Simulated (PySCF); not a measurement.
**Molecular orbitals of RbCa⁺**

PBE0 at R = 4.329 Å; Rb def2-SVP with ECP28, Ca def2-SVP; scalar-relativistic core potentials (PySCF 2.14). State: ³Π (triplet), unpaired electrons σ ↑, π ↑, a second solution, started from another occupation. Only the outer orbitals are listed, counted within each symmetry, core potentials removing the inner ones.

| spin | orbital | occ. | ε (eV) | on Rb (%) | main shells (%) |
| --- | --- | --- | --- | --- | --- |
| α | 2π | 1 | -33.19 | 0 | 100 Ca p |
| α | 6σ | 1 | -33.12 | 0 | 100 Ca p |
| α | 2π | 1 | -33.07 | 0 | 100 Ca p |
| α | 3π | 1 | -22.22 | 100 | 100 Rb p |
| α | 3π | 1 | -22.19 | 100 | 100 Rb p |
| α | 7σ | 1 | -22.19 | 100 | 100 Rb p |
| α | 8σ | 1 | -7.96 | 24 | 72 Ca s, 13 Rb s |
| α | 4π | 1 | -5.80 | 18 | 59 Ca d, 23 Ca p, 9 Rb p |
| α | 9σ | 0 | -5.00 | 60 | 66 Rb s, 20 Ca s, 18 Ca p |
| α | 4π | 0 | -4.14 | 42 | 35 Ca p, 24 Rb p, 24 Ca d |
| α | 10σ | 0 | -3.80 | 49 | 39 Rb p, 31 Ca p, 14 Ca s |
| β | 2π | 1 | -33.02 | 0 | 100 Ca p |
| β | 6σ | 1 | -32.57 | 0 | 100 Ca p |
| β | 2π | 1 | -32.50 | 0 | 100 Ca p |
| β | 3π | 1 | -22.20 | 100 | 100 Rb p |
| β | 3π | 1 | -22.16 | 100 | 100 Rb p |
| β | 7σ | 1 | -22.14 | 100 | 100 Rb p |
| β | 8σ | 0 | -5.38 | 27 | 70 Ca s, 25 Rb s |
| β | 9σ | 0 | -4.36 | 67 | 68 Rb s, 26 Ca s |
| β | 4π | 0 | -3.05 | 28 | 67 Ca d, 22 Rb p |

Which are the highest filled and the lowest empty level, where do they sit, and how wide is the gap?

Highest filled α 4π at -5.80 eV (in %: 59 Ca d, 23 Ca p, 9 Rb p); lowest empty β 8σ at -5.38 eV (in %: 70 Ca s, 25 Rb s); the gap at PBE0 is 0.42 eV.

```json
{
 "bond order (Mayer)": "0.66",
 "⟨S²⟩": "2.000",
 "charge on Rb (Mulliken, basis-dependent)": "0.58",
 "charge on Rb (Löwdin, basis-dependent)": "0.47",
 "dipole moment (positive dipole points towards Ca; it is taken about the centre of mass and depends on that origin)": "1.92 D"
}
```

Spin–orbit coupling is left out.
